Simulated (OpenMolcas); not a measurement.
A calculation on Kr²⁺.

```yaml
Program: OpenMolcas
Method: "XMS-RASPT2, IPEA 0.25 Eh, imaginary shift 0.1 Eh (closed shells correlated: 3d)"
Basis: ANO-RCC-VTZP [6s5p3d1f]
Scalar_Hamiltonian: DKH2, point nucleus
Active_space: 6 electrons in 9 orbitals (RAS2 4s 4p; RAS3 4d, at most 2 electrons)
State_averaging: 2S+1 = 3 even, 3 roots; 2S+1 = 1 even, 7 roots; 2S+1 = 3 odd, 3 roots; 2S+1 = 1 odd, 3 roots
Spin-orbit_coupling: state interaction with AMFI integrals over the reference wave functions, term energies averaged over their components
```

Problem. Which level of the active space comes out lowest?

Solution. 4s² 4p⁴ ³P₂, with 97 % of that term; it is also the measured ground level.

Problem. How high does 4s² 4p⁴ ¹D₂ lie?

Solution. 15050 cm⁻¹ above the lowest level; measured 14644 cm⁻¹ above the ground level, so the calculation is off by +3 %.

Problem. How high does 4s² 4p⁴ ¹S₀ lie?

Solution. 33860 cm⁻¹ above the lowest level; measured 33080 cm⁻¹ above the ground level, so the calculation is off by +2 %.

Problem. How high does 4s² 4p⁴ ³P₁ lie?

Solution. 4050 cm⁻¹ above the lowest level; measured 4548 cm⁻¹ above the ground level, so the calculation is off by -11 %.

Problem. The level at 0.0 cm⁻¹ has J = 2. What is it made of, and what is its g factor?

Solution. 97 % 4s² 4p⁴ ³P₂, 3 % 4s² 4p⁴ ¹D; g = 1.486, against 1.501 from Landé's formula for the pure leading term.

Measured values: Saloman, J. Phys. Chem. Ref. Data 36, 215 (2007).

CASPT2 does not keep the components of a term degenerate, so their means are used; among the terms shown or strongly mixed into the levels shown the widest spread is 45 cm-1 (4s² 4p⁴ ¹D). The run also gave levels led by 4s² 4p³ 4d, which use shells meant for correlation; these and all levels above them are left out. Computed and measured levels are paired by configuration, term and J; levels that our copy of the source lacks, or whose pairing is in doubt (as where it misses far off the trend of its configuration), stay unpaired and out of the deviations. Levels of configurations outside the active space are missing.
